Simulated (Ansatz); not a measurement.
Basis sets compared for BMe3 (C₃H₉B). Charge 0, multiplicity 1. Geometry r2SCAN-D4/def2-SVP. Ansatz on 4 threads of Arm Neoverse V1 on a shared host; times are rough, and most runs start from earlier orbitals.

```tsv
atom	x (Å)	y (Å)	z (Å)
B1	0.004	-0.001	0.001
C2	-0.132	-1.459	-0.580
H3	-1.181	-1.795	-0.484
H4	0.442	-2.166	0.047
H5	0.179	-1.588	-1.628
C6	-0.404	0.293	1.494
H7	-1.184	1.077	1.515
H8	0.452	0.742	2.032
H9	-0.764	-0.572	2.073
C10	0.539	1.165	-0.913
H11	0.596	2.158	-0.441
H12	-0.090	1.244	-1.820
H13	1.543	0.901	-1.296
```

Binding counts from free atoms (B doublet, C triplet, H doublet) in the same basis, without a counterpoise term.

```csv
level,functions,energy (Eh),HOMO (eV),LUMO (eV),binding per atom (eV),wall time
HF/STO-3G,29,-141.8565,-10.66,7.45,4.00,0.1 s
HF/6-31G,54,-143.4920,-11.80,4.06,3.05,0.2 s
PBE-D4/def2-SVP,101,-144.2765,-7.00,-1.09,4.09,1.3 s
PBE-D4/def2-TZVP,178,-144.4352,-7.11,-1.20,4.06,1.2 s
r2SCAN-D4/def2-TZVP,178,-144.5573,-7.39,-0.77,4.02,2.3 s
PBE0-D4/def2-SVP,101,-144.3162,-8.44,-0.09,4.07,1.1 s
PBE0-D4/def2-TZVP (with forces),178,-144.4692,-8.50,-0.17,4.03,3.3 s
```

(1) Estimate the rows for PBE-D4/def2-TZVPD, r2SCAN-D4/def2-TZVPD, PBE0-D4/def2-TZVPD.

## Answers

(1) 
| level | functions | energy (Eh) | HOMO (eV) | LUMO (eV) | binding per atom (eV) | wall time |
| --- | --- | --- | --- | --- | --- | --- |
| PBE-D4/def2-TZVPD | 229 | -144.4358 | -7.13 | -1.24 | 4.06 | 1.8 s |
| r2SCAN-D4/def2-TZVPD | 229 | -144.5576 | -7.40 | -0.79 | 4.02 | 3.6 s |
| PBE0-D4/def2-TZVPD | 229 | -144.4696 | -8.51 | -0.20 | 4.03 | 2.3 s |
